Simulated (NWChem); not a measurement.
Species: ZnGeH4O; SMILES [OH][Zn][GeH3]

```xyz
7

Zn    -0.3089    -0.9087     0.0004
O     -0.5814    -2.6672    -0.0009
H      0.1987    -3.2294     0.0046
Ge    -0.1268     1.4570     0.0022
H     -1.3582     2.1293    -0.6406
H      0.0040     2.0265     1.4307
H      1.1101     1.9375    -0.7865
```
Atoms are numbered in this order, from 1.

Level: PBE0/def2-SVP (NWChem), optimised geometry, unscaled harmonic frequencies. 

List the harmonic frequencies with IR intensities, and the thermochemistry.


| frequency (cm⁻¹) | IR intensity (km/mol) |
|---|---|
| 20 | 107.8 |
| 107 | 11.7 |
| 112 | 0.2 |
| 243 | 0.1 |
| 416 | 6.0 |
| 421 | 4.6 |
| 642 | 169.7 |
| 711 | 26.7 |
| 798 | 171.8 |
| 890 | 31.5 |
| 891 | 33.3 |
| 2133 | 73.7 |
| 2137 | 122.5 |
| 2138 | 121.0 |
| 3925 | 48.7 |

* **zero-point energy**: 22.3 kcal/mol
* **thermal correction to the enthalpy at 298.15 K (with zero-point energy)**: 27.1 kcal/mol
* **heat capacity Cv**: 19.9 cal/(mol K)
* **entropy at 298.15 K and 1 atm (symmetry number 1)**: 84.2 cal/(mol K)
* **dipole moment**: 1.46 D

Rigid rotor and harmonic oscillator; modes under 100 cm⁻¹ make the entropy uncertain.
